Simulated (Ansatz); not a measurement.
The same path of a periodic cell of 13 atoms, Mg₁₂H (host Mg, host structure hcp, interstitial H) was run twice with different band settings.

Method: DFT PBE-D3(BJ), scalar-relativistic, plane waves, PAW in Ansatz 0.2.0. Settings: cutoff 420 eV, k mesh 3x2x3, gaussian smearing 0.15 eV, no spin polarisation.

Relaxed end points:

```xyz
13
Lattice="6.4200 0.0000 0.0000 -4.8150 8.3398 0.0000 0.0000 0.0000 5.2130" Properties=species:S:1:pos:R:3
Mg -0.004 -0.007 0.017
Mg -0.022 1.833 2.617
Mg -1.604 2.776 0.020
Mg -1.555 4.573 2.593
Mg -3.206 5.566 -0.027
Mg -3.221 7.486 2.592
Mg 3.219 -0.005 0.025
Mg 3.225 1.862 2.646
Mg 1.594 2.759 0.016
Mg 1.563 4.580 2.590
Mg 0.001 5.560 0.028
Mg 0.011 7.414 2.634
H -3.203 5.564 3.132
```

```xyz
13
Lattice="6.4200 0.0000 0.0000 -4.8150 8.3398 0.0000 0.0000 0.0000 5.2130" Properties=species:S:1:pos:R:3
Mg -0.004 0.004 -0.016
Mg -0.017 1.845 2.598
Mg -1.604 2.780 -0.017
Mg -1.557 4.583 2.622
Mg -3.208 5.564 0.021
Mg -3.220 7.494 2.611
Mg 3.215 0.006 -0.020
Mg 3.223 1.870 2.575
Mg 1.597 2.771 -0.013
Mg 1.561 4.592 2.624
Mg -0.001 5.567 -0.020
Mg 0.007 7.422 2.588
H -3.206 5.576 2.061
```

Common settings: climbing image yes; optimiser quadratic models (default); force threshold 0.05 eV/Å; end points relaxed.

| run | movable images | spring | start path | iteration limit |
| --- | --- | --- | --- | --- |
| 1 | 5 | 2.0 eV/Å² | IDPP | 48 |
| 2 | 1 | 5.0 eV/Å² | default | 50 |

What does each run give, and how far can it be trusted?

Run 1: converged after 4 iterations, highest image 0.047 eV above the first end. By the program's own check the climbing image is of a kind that is not told: the force calls were inconclusive, a negative curvature could not be distinguished from the path's own, the only one lies far off the path, or fixed occupations may fill a level only in part (lowest curvatures found: -0.81 and 0.82 eV/Å²).
Run 2: converged after 3 iterations, highest image 0.047 eV above the first end. The order of the point at the top wasn't checked. So few images can step over the top or miss a turn of the path.
Limits of this set-up: coarse k mesh, odd electron count without spin, a small cell, in which the defect meets its images, a typed lattice constant that wasn't relaxed here.
